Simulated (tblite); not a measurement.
Compound: C6H9O2 (doublet state).
Atom-mapped SMILES: `[H]/[C:1]=[CH:2]\[CH2:3][CH2:4][CH2:5][C:6](=[O:7])[OH:8]` (hydrogens: H9 on C1; H10 on C2; H11, H12 on C3; H13, H14 on C4; H15, H16 on C5; H17 on O8)
Bond orders are those of one Lewis drawing.

Computed with GFN2-xTB (tblite), gas phase: L-BFGS steps from a force-field or distance-geometry start until the largest atomic force falls under 0.01 eV/Å.

Step 12: E = -692.3991 eV
```
atom  x, y, z in Å  |  force x, y, z in eV/Å
C1     -2.0795    1.5949    0.4330   -0.117   0.160   0.162
C2     -1.9460    0.3227    0.4687    0.073  -0.026   0.088
C3     -1.2029   -0.5836   -0.4990   -0.135  -0.016  -0.165
C4     -0.0182   -1.2903    0.1553   -0.128  -0.125   0.018
C5      1.0709   -0.3223    0.6009   -0.076  -0.039  -0.126
C6      1.7496    0.3369   -0.5761    0.127   0.172   0.247
O7      1.7034    0.0010   -1.7255   -0.023  -0.040  -0.042
O8      2.4772    1.3832   -0.1537    0.069   0.100  -0.004
H9     -2.1028    2.6298    0.2464    0.101  -0.070  -0.151
H10    -2.3928   -0.2533    1.2840   -0.001  -0.055   0.048
H11    -1.9183   -1.3376   -0.8394    0.042  -0.012  -0.040
H12    -0.8629   -0.0215   -1.3690    0.008   0.038   0.057
H13    -0.3607   -1.8723    1.0163    0.011   0.060  -0.032
H14     0.4000   -1.9828   -0.5786    0.056  -0.001   0.034
H15     1.8451   -0.8702    1.1427    0.035   0.060   0.054
H16     0.6755    0.4564    1.2613    0.050  -0.096  -0.113
H17     2.9552    1.8211   -0.8773   -0.092  -0.110  -0.035
```

Step 13: E = -692.4076 eV
```
atom  x, y, z in Å  |  force x, y, z in eV/Å
C1     -2.1058    1.5919    0.4893   -0.105   0.331   0.116
C2     -1.9328    0.3220    0.4728    0.041   0.094   0.137
C3     -1.1914   -0.5718   -0.5041   -0.227  -0.080  -0.267
C4     -0.0219   -1.2907    0.1569   -0.141  -0.228   0.061
C5      1.0588   -0.3207    0.5988   -0.026   0.022  -0.197
C6      1.7344    0.3232   -0.5884    0.260   0.392   0.390
O7      1.6989   -0.0040   -1.7384   -0.075  -0.148  -0.101
O8      2.4551    1.3706   -0.1534    0.172   0.198  -0.008
H9     -2.0744    2.6148    0.2137    0.127  -0.277  -0.166
H10    -2.3589   -0.2648    1.2878   -0.014  -0.125   0.060
H11    -1.9148   -1.3157   -0.8480    0.015  -0.056  -0.052
H12    -0.8419   -0.0244   -1.3820   -0.018   0.101   0.164
H13    -0.3648   -1.8758    1.0168   -0.035   0.101  -0.044
H14     0.3986   -1.9871   -0.5708    0.070  -0.008  -0.009
H15     1.8356   -0.8489    1.1505    0.089  -0.010   0.086
H16     0.6640    0.4719    1.2447    0.027  -0.131  -0.132
H17     2.9545    1.8217   -0.8562   -0.159  -0.178  -0.040
```

Q: Estimate the geometry and energy of step 14. (The exact step hangs on the optimiser's Hessian estimate; all steps are aligned on step 13, rigid shifts and turns removed.)

A: E = -692.4180 eV, largest force 0.580 eV/Å
```
atom  x, y, z in Å  |  force x, y, z in eV/Å
C1     -2.1148    1.5922    0.5069   -0.079   0.280   0.100
C2     -1.9293    0.3240    0.4767    0.018   0.049   0.117
C3     -1.1911   -0.5680   -0.5072   -0.207  -0.088  -0.223
C4     -0.0251   -1.2920    0.1555   -0.091  -0.202   0.067
C5      1.0550   -0.3224    0.5963    0.024   0.055  -0.170
C6      1.7333    0.3221   -0.5872    0.254   0.402   0.332
O7      1.7013   -0.0005   -1.7389   -0.088  -0.175  -0.099
O8      2.4519    1.3703   -0.1516    0.155   0.176   0.046
H9     -2.0648    2.6054    0.2023    0.127  -0.213  -0.182
H10    -2.3523   -0.2657    1.2910    0.001  -0.144   0.048
H11    -1.9133   -1.3109   -0.8531   -0.026  -0.059  -0.048
H12    -0.8383   -0.0240   -1.3860   -0.024   0.125   0.188
H13    -0.3654   -1.8755    1.0165   -0.070   0.095  -0.035
H14     0.3998   -1.9897   -0.5674    0.050  -0.018  -0.045
H15     1.8335   -0.8412    1.1538    0.091  -0.059   0.081
H16     0.6626    0.4720    1.2389   -0.019  -0.094  -0.103
H17     2.9501    1.8161   -0.8564   -0.117  -0.130  -0.075
```

The energy changes by -0.0104 eV. The first-order estimate −F·Δx gives -0.0119 eV and the mean of the old and new forces, exact on a quadratic surface, -0.0104 eV. The step makes an angle of 71° with the force vector and moves no atom by more than 0.020 Å.

The cost below is that of the whole relaxation. Time: 0.31 s of wall time. Hardware: one thread, Arm Neoverse V2 (aarch64) (shared host).
